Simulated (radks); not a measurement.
All-electron atom: La3+ in [Kr] 4d9.75 5s2 5p6 6p0.25 (fractional occupations, a model configuration).

All-electron calculation, scalar-relativistic Kohn-Sham, TASK exchange with Perdew-Wang LDA correlation, spin-polarised, spherical densities, finite nucleus; open shells are filled with parallel spins first (spin-orbit coupling, left out, can overturn this in heavy ions); meta-GGA in the generalised Kohn-Sham scheme; Fermi nuclear charge, rms radius 4.855 fm. Program: a radial shooting solver on a logarithmic mesh with Libxc functionals.

Energy parts (Ry):
| part | energy |
|---|---|
| total | -16980.1053 |
| kinetic | 17958.1885 |
| electron-nucleus | -40983.2844 |
| Hartree | 6446.9945 |
| exchange-correlation | -402.0040 |

Orbitals (lengths in bohr, moments of r in powers of bohr; r(90%) holds 90 % of the orbital's charge):
| orbital | occ. | eigenvalue (Ry) | r(90%) | <1/r> |
|---|---|---|---|---|
| 1s up | 1 | -2855.082 | 0.0452 | 61.98 |
| 1s down | 1 | -2855.082 | 0.0452 | 61.98 |
| 2s up | 1 | -458.1660 | 0.166 | 14.28 |
| 2s down | 1 | -458.1535 | 0.166 | 14.28 |
| 2p up | 3 | -410.7728 | 0.154 | 13.54 |
| 2p down | 3 | -410.7629 | 0.154 | 13.54 |
| 3s up | 1 | -100.2660 | 0.419 | 5.181 |
| 3s down | 1 | -100.2604 | 0.419 | 5.181 |
| 3p up | 3 | -85.06938 | 0.424 | 4.908 |
| 3p down | 3 | -85.06278 | 0.424 | 4.908 |
| 3d up | 5 | -63.18320 | 0.407 | 4.648 |
| 3d down | 5 | -63.17245 | 0.407 | 4.648 |
| 4s up | 1 | -22.14711 | 0.941 | 2.150 |
| 4s down | 1 | -22.11823 | 0.942 | 2.150 |
| 4p up | 3 | -17.14817 | 1.01 | 1.986 |
| 4p down | 3 | -17.11852 | 1.01 | 1.986 |
| 4d up | 5 | -9.85538 | 1.15 | 1.731 |
| 4d down | 4.75 | -9.82490 | 1.15 | 1.731 |
| 5s up | 1 | -4.84915 | 2.19 | 0.8669 |
| 5s down | 1 | -4.83888 | 2.20 | 0.8648 |
| 5p up | 3 | -3.50507 | 2.48 | 0.7611 |
| 5p down | 3 | -3.50024 | 2.49 | 0.7587 |
| 6p up | 0.25 | -1.07768 | 6.24 | 0.2720 |

The highest occupied level is 6p up at -14.663 eV. Summed over all electrons, <r^2> = 43.45 bohr^2, which gives a Langevin (diamagnetic) susceptibility term of -34.4 x 10^-6 cm^3/mol. The density falls to 0.001 e/bohr^3 at r = 3.59 bohr. Spin moment in Bohr magnetons: 0.5. The electron density at the nucleus is 3.656e+05 e/bohr^3 (large components only). The spin density at the nucleus is 0.5420 e/bohr^3 (1s -0.0735, 2s -0.4801, 3s 0.1209, 4s -0.0027, 5s 0.9775).

Empty levels of this run are not shown, since the potential may be unsettled where no density lies.
